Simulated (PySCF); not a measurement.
B(Me)(SiH3)2 (CH₉BSi₂), SMILES B([SiH3])([SiH3])C.

Geometry optimised at ωB97X-D3(BJ)/def2-SVP. This is a generated structure with no PubChem entry under its InChIKey; it may be hypothetical.

Method: ωB97X-D3(BJ)/def2-SVP (PySCF 2.14.0).

Frequencies are harmonic and unscaled.

```csv
mode,ν (cm⁻¹),IR (km/mol),moving atoms (share of kinetic energy)
1,43,0.0,H 93 %
2,76,0.3,H 94 %
3,122,1.3,"Si 47 %, H 33 %, C 10 %, B 9 %"
4,138,0.7,H 88 %
5,210,2.5,"H 49 %, C 23 %, Si 15 %, B 13 %"
6,227,6.2,"H 54 %, B 32 %, C 9 %"
7,408,2.3,"Si 46 %, H 29 %, C 18 %"
8,458,2.2,"H 82 %, Si 15 %"
9,517,30.6,"H 77 %, Si 11 %, B 9 %"
10,526,13.2,"H 79 %, Si 16 %"
11,620,42.2,"H 72 %, Si 14 %, C 10 %"
12,747,0.7,"H 44 %, B 41 %, Si 9 %"
13,752,12.0,"H 46 %, B 37 %, C 11 %"
14,889,326.4,"H 90 %, Si 8 %"
15,919,103.3,"H 91 %, Si 8 %"
16,942,60.9,H 96 %
17,948,38.5,H 97 %
18,962,11.0,H 97 %
19,966,76.8,H 97 %
20,1013,0.3,"H 46 %, B 36 %, C 14 %"
21,1098,6.7,"B 59 %, H 27 %, C 12 %"
22,1313,45.8,"H 69 %, C 26 %"
23,1401,4.3,H 97 %
24,1462,7.0,H 91 %
25,2216,65.8,H 97 %
26,2219,77.0,H 97 %
27,2228,214.5,H 97 %
28,2231,24.9,H 97 %
29,2232,97.9,H 96 %
30,2237,126.9,H 97 %
31,3011,1.0,H 96 %
32,3114,16.0,H 93 %
33,3169,5.7,"H 90 %, C 10 %"
```
